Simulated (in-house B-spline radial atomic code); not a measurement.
The numbers below are computed, except where a source is named.
# Weak and strong correlation along the adiabatic connection

Two-electron singlets in several external potentials (atomic units), by full CI in B-splines with partial waves to l = 8 (correlation energies up to 0.6 % small). The repulsion is scaled by λ at fixed density; W(λ) is the mean repulsion less the Hartree energy, W(0) = E_x, and the area under W from 0 to 1 is E_xc.

One system gave this curve:

```json
{"λ": "0", "W (hartree)": "-9.7777"}
{"λ": "0.02", "W (hartree)": "-9.7795"}
{"λ": "0.05", "W (hartree)": "-9.7823"}
{"λ": "0.12", "W (hartree)": "-9.7888"}
{"λ": "0.25", "W (hartree)": "-9.8008"}
{"λ": "0.4", "W (hartree)": "-9.8145"}
{"λ": "0.6", "W (hartree)": "-9.8327"}
{"λ": "0.8", "W (hartree)": "-9.8507"}
{"λ": "1", "W (hartree)": "-9.8686"}
{"λ": "1.4", "W (hartree)": "-9.9038"}
{"λ": "2", "W (hartree)": "-9.9554"}
{"λ": "3", "W (hartree)": "-10.038"}
{"λ": "4.5", "W (hartree)": "-10.156"}
{"λ": "7", "W (hartree)": "-10.337"}
{"λ": "10", "W (hartree)": "-10.531"}
```

Question: Which system is it?
A. −Z exp(−kr)/r, Z = 4.61, k = 1.48
B. −Z/r, Z = 16
C. −V exp(−r²/w²), V = 4.63, w = 2.8
D. −V exp(−r²/w²), V = 12.7, w = 1.97

Answer: B. The exchange energy sets the size: −Z/r, Z = 16: E_x = -9.78, E_c = -0.0458; −Z exp(−kr)/r, Z = 4.61, k = 1.48: E_x = -2.42, E_c = -0.0453; −V exp(−r²/w²), V = 12.7, w = 1.97: E_x = -1.14, E_c = -0.0432; −V exp(−r²/w²), V = 4.63, w = 2.8: E_x = -0.711, E_c = -0.0402 hartree.
